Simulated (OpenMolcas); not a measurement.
**As II: terms and fine structure**

| Property | Result |
| --- | --- |
| Program | OpenMolcas |
| Method | RASSCF |
| Basis | ANO-RCC-VQZP [7s6p4d2f1g] |
| Scalar Hamiltonian | DKH2, point nucleus |
| Active space | 2 electrons in 9 orbitals (RAS2 4p; RAS3 4d 5s, at most 1 electron) |
| State averaging | 2S+1 = 3 even, 3 roots; 2S+1 = 1 even, 6 roots; 2S+1 = 3 odd, 18 roots; 2S+1 = 1 odd, 18 roots |
| Spin-orbit coupling | RASSI with atomic mean-field integrals over the reference wave functions, term energies averaged over their components |

Spin-free terms above the lowest, with the occupations of the reference:

```
Configuration  Term  E (cm-1)              Occupations
      4s2 4p2    3P       0.0                  4p 2.00
      4s2 4p2    1D     10743                  4p 2.00
      4s2 4p2    1S     26602                  4p 2.00
    4s2 4p 5s   3P*     78703          4p 1.00 5s 1.00
    4s2 4p 5s   1P*     81211  4p 1.00 4d 0.03 5s 0.97
    4s2 4p 4d   3F*     87513          4p 1.00 4d 1.00
    4s2 4p 4d   1D*     89961          4p 1.00 4d 1.00
    4s2 4p 4d   3D*     97041          4p 1.00 4d 1.00
    4s2 4p 4d   3P*     97063          4p 1.00 4d 1.00
    4s2 4p 4d   1P*    108842  4p 1.00 4d 0.97 5s 0.03
    4s2 4p 4d   1F*    108848          4p 1.00 4d 1.00
```

With spin-orbit coupling, above the lowest level:

```csv
Configuration,Term,J,E (cm-1),Measured (cm-1),Term weight %,Second
4s2 4p2,3P,0,0.0,0.0,99,
4s2 4p2,3P,1,886,1063,100,
4s2 4p2,3P,2,2253,2541,99,
4s2 4p2,1D,2,12470,10096,99,
4s2 4p2,1S,0,28375,22599,99,
4s2 4p 5s,3P*,0,78727,78731,100,
4s2 4p 5s,3P*,1,79162,79128,91,9 1P*
4s2 4p 5s,3P*,2,81123,81509,100,
4s2 4p 5s,1P*,1,83191,82819,91,9 3P*
4s2 4p 4d,3F*,2,87798,,95,4 1D*
4s2 4p 4d,3F*,3,88757,,99,
4s2 4p 4d,3F*,4,89983,,100,
4s2 4p 4d,1D*,2,91629,,94,4 3F*
4s2 4p 4d,3P*,2,97640,,53,45 3D*
4s2 4p 4d,3D*,1,97725,,76,23 3P*
4s2 4p 4d,3D*,3,98988,,99,
4s2 4p 4d,3D*,2,99354,,54,45 3P*
4s2 4p 4d,3P*,0,99413,,100,
4s2 4p 4d,3P*,1,99422,,76,24 3D*
4s2 4p 4d,1F*,3,110546,,100,
4s2 4p 4d,1P*,1,110577,,99,
```

Against the 8 measured excited levels shown (NIST Handbook of Basic Atomic Spectroscopic Data) the mean absolute deviation is 1200 cm-1; the largest miss in energy is 4s2 4p2 1S0: computed 28375, measured 22599 cm-1 (+25.6 %).

Spin-orbit coupling puts the lowest level 1622 cm-1 below the lowest spin-free term.

For 3P the intervals divided by the larger J are 886.4, 683.4 cm-1. Landé's interval rule makes them equal in pure LS coupling; they differ by 26 % of their mean. The multiplet is regular.

Without dynamic correlation excited terms often stand tens of per cent too high (terms of higher spin than the ground term too low), and those without a measured partner can miss by more than the paired ones. ANO sets are built for valence states and can reach diffuse excited orbitals poorly, and with the s shell closed the s pⁿ⁺¹ terms that mix with these levels are absent. With the s shell closed, the reference lacks s² → p² mixing. Measured partners are found by configuration, term and J. A level has none where our copy of the source lacks it or the pairing is in doubt (some pairs that miss far off the trend of their configuration count as doubtful), and it then counts in no deviation. Where the source uses jj or jK labels, the order within each J decides. Levels of configurations outside the active space are missing.

The term weight is that of the spin-free term in the level, not the purity of its configuration. * marks odd parity.
